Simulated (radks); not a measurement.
Valence configurations of neutral nickel (all share [Ar]). Method: scalar-relativistic Kohn-Sham, r2SCAN, spin-polarised, spherical densities, finite nucleus; open shells are filled with parallel spins first; meta-GGA in the generalised Kohn-Sham scheme; Fermi nuclear charge, rms radius 3.7757 fm; computed with a radial shooting solver on a logarithmic mesh with Libxc functionals. Energies are relative to 3d8 4s2; eigenvalues in eV for spin up.

valence          E (eV)  moment (Bohr magnetons)    e(3d)   e(4p)    e(4s)
3d9 4s1          -1.115                        2   -5.179       -   -5.222
3d8.5 4s1.5      -0.731                        2   -7.599       -   -5.648
3d8 4s2           0.000                        2  -10.273       -   -6.035
3d10              0.409                        0   -1.793       -        -
3d8 4s1.5 4p0.5   2.034                        3  -11.183  -1.991   -7.084
3d9 4p1           3.065                        2   -7.159  -1.908        -
3d8 4s1 4p1       3.407                        4  -11.827  -2.621   -7.891
3d7.5 4s2 4p0.5   3.767                        3  -14.199  -2.155   -7.519
3d8 4p2           8.642                        4  -13.524  -3.350        -
3d6 4s2 4p2      21.714                        6  -26.802  -4.639  -11.482

NIST lists [Ar] 3d8 4s2 as the ground configuration; this level of theory puts 3d9 4s1 lower, by 1.115 eV. The energies are those of spherical high-spin densities, not of single terms.
